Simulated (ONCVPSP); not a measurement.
**What one change does to a pseudopotential (barium, ONCV)**

| Item | Value |
| --- | --- |
| Element | barium |
| Generator | ONCVPSP 4.0.1 |
| Type | optimised norm-conserving Vanderbilt (ONCV) |
| Functional | PBEsol |
| Relativity | scalar-relativistic |
| Frozen core | [Kr] 4d10 |
| Valence charge | 10 |
| Reference configuration | 5s2 5p6 6s2 |
| Partial waves | 5s+6s: rc 2.25 bohr, ncon 3, nbas 6, qcut 5.1 1/bohr, 2 projectors; 5p: rc 3.10 bohr, ncon 4, nbas 7, qcut 4.1 1/bohr, 2 projectors, debl 1.7 Ha; d scattering state at 0.03 Ha: rc 2.45 bohr, ncon 4, nbas 8, qcut 3.4 1/bohr, 2 projectors, debl 3.2 Ha; f scattering state at 0.07 Ha: rc 2.90 bohr, ncon 4, nbas 9, qcut 4.4 1/bohr, 2 projectors, debl 1.6 Ha |
| Local potential | polynomial inside 2.05 bohr (lpopt 5, dvloc0 3 Ha) |
| Core correction | Teter function fitted to the true core (icmod 2), fcfact 0.75 |

In the d channel the program set the typed energies aside and used 0.050, 3.250 Ha.

All-electron outer shells of the reference configuration (PBEsol, scalar-relativistic, ld1.x):

| shell | level (eV) | outermost node (bohr) | outermost maximum (bohr) |
| --- | --- | --- | --- |
| 5s | -33.70 | 0.80 | 1.47 |
| 5p | -18.74 | 0.86 | 1.67 |
| 6s | -3.25 | 1.97 | 4.16 |

Change: all radii but the core radius scaled by about 1.32 (s 2.98, p 4.10, d 3.24, f 3.84 bohr); local potential polynomial inside 2.72 bohr (lpopt 5, dvloc0 3 Ha). In the p channel the program set the typed energies aside and used -0.689, 0.050 Ha. In the d channel the program set the typed energies aside and used 0.050, 3.250 Ha.

Cutoffs: the cutoffs (Ha) at which the residual kinetic energy of the hardest occupied pseudo-wave falls to 1 and 0.1 mHa per electron; they do not see the model core or the augmentation charge, which bear on the density cutoff. Errors are all-electron minus pseudo energies relative to the spin-unpolarised reference configuration.

**Question.** How do hardness, ghosts and transferability respond?

**Answer.** The potential gets softer (9.1 Ha and 11 Ha → 6.1 Ha and 7.8 Ha); of the 4 tests that both files solve, the error grows in 2 and shrinks in 1 by more than 15 % and 0.3 meV (median size 0.8 → 3.3 meV); neither file shows a bound ghost. A larger radius leaves more room for a smooth pseudo-wave, so fewer plane waves are needed.

| quantity | base | changed |
| --- | --- | --- |
| cutoff, loose | 9.1 Ha | 6.1 Ha |
| cutoff, tight | 11 Ha | 7.8 Ha |
| loose cutoff by channel | s 9.1 Ha, p 4.7 Ha | s 6.1 Ha, p 4.5 Ha |
| bound ghosts | none | none |
| GHOST(+) flags under 300 eV | f at 1.7 eV | f at 1.6 eV |
| error for 5s2 5p6 6s1, meV [ΔE 5.38 eV] | -0.5 | -0.9 |
| error for 5s2 5p6 6s0, meV [ΔE 15.28 eV] | -1.1 | -5.8 |
| error for 5s2 5p6 6s1.5, meV [ΔE 2.15 eV] | -0.2 | -0.3 |
| error for 5s2 5p5 6s2, meV [ΔE 23.29 eV] | -48 | -22 |
| rms error of d²Exc/dni dnj with the model core, mHa | 0.27 | 1.38 |

Base: The cutoffs count occupied waves only; projector 2 of the f channel, the hardest unoccupied one, needs 51 Ha at the loose tolerance.
